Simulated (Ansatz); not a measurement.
`C=C=C(O)[SiH3]` + `O[CH](Cl)[GeH3]` → `O[CH]([SiH3])[GeH3]` + `C=C=C(O)Cl`  (formal exchange of groups at the Si–C bond)

Program: Ansatz. Geometries: PBE0-D4/def2-TZVP. ΔE: electronic, gas phase. CCSD(T)/CBS adds triple-zeta CCSD(T) − MP2 to the extrapolated MP2 energy (def2 sets, frozen cores). Functionals use def2-TZVPP. For Ge outer-core shells are correlated without core-valence functions, which leaves a few kJ/mol of doubt a bond. Scalar relativity is left out up to krypton. Each species was taken in one conformer, which may not be the lowest.

`C=C=C(O)[SiH3]`:

```xyz
11

C    -1.296    0.441    1.740
C    -0.336    0.307    0.869
C     0.598    0.154   -0.032
O     1.895    0.584    0.103
Si    0.218   -0.705   -1.654
H    -1.484   -0.315    2.499
H    -1.945    1.313    1.743
H     1.995    1.011    0.962
H     0.479    0.218   -2.788
H     1.085   -1.903   -1.807
H    -1.209   -1.104   -1.635
```

`O[CH](Cl)[GeH3]`:

Z-matrix (Å, degrees):
```
C
Cl 1 1.820
Ge 1 1.981 2 108.3
O 1 1.377 2 111.7 3 -119.9
H 1 1.093 2 103.4 3 118.7
H 3 1.531 1 108.0 2 -60.8
H 3 1.537 1 108.5 2 178.9
H 3 1.534 1 108.0 2 59.5
H 4 0.964 1 109.5 2 -65.1
```

`O[CH]([SiH3])[GeH3]`:

Cartesian coordinates in Å:
```
O 1.510 -0.687 0.673
C 0.473 -0.335 -0.245
Si 0.263 1.536 -0.379
Ge -1.163 -1.237 0.393
H 2.325 -0.253 0.401
H 0.671 -0.747 -1.246
H -0.256 2.101 0.894
H -0.664 1.880 -1.491
H 1.600 2.138 -0.652
H -0.922 -2.753 0.450
H -2.309 -0.931 -0.588
H -1.529 -0.711 1.789
```

`C=C=C(O)Cl`:

```xyz
8

C     1.409    0.501    0.864
C     0.346    0.164    0.198
C    -0.743   -0.138   -0.446
O    -1.476   -1.250   -0.230
Cl   -1.393    0.948   -1.641
H     2.406    0.267    0.500
H     1.341    1.026    1.813
H    -1.889   -1.517   -1.059
```

Problem. Is it downhill or uphill in electronic energy at CCSD(T)/CBS, and by how much? (Estimate.)

Solution. The calculation gave: Uphill: ΔE = +9.4 kcal/mol.

Problem. What do these levels give: r2SCAN-D4, PBE0-D4, ωB97X-V, ωB97M-V, MP2/def2-TZVPP, CCSD(T)/def2-TZVPP, HF/def2-QZVPP, MP2/def2-QZVPP, SCS-MP2/def2-QZVPP, HF/CBS(def2), MP2/CBS(def2), CCSD/CBS(def2)? (Estimate.)

Solution. The calculation gave: r2SCAN-D4 9.5, PBE0-D4 8.8, ωB97X-V 9.3, ωB97M-V 9.3, MP2/def2-TZVPP 9.4, CCSD(T)/def2-TZVPP 9.1, HF/def2-QZVPP 12.2, MP2/def2-QZVPP 9.6, SCS-MP2/def2-QZVPP 9.8, HF/CBS(def2) 12.2, MP2/CBS(def2) 9.7, CCSD/CBS(def2) 9.6 kcal/mol.

Largest T1 diagnostic among the species: 0.013.

In def2-TZVPP, CCSD(T) changes the Hartree–Fock value by −3.1 kcal/mol (the triples alone add −0.2 kcal/mol) and MP2 by −2.9 kcal/mol.
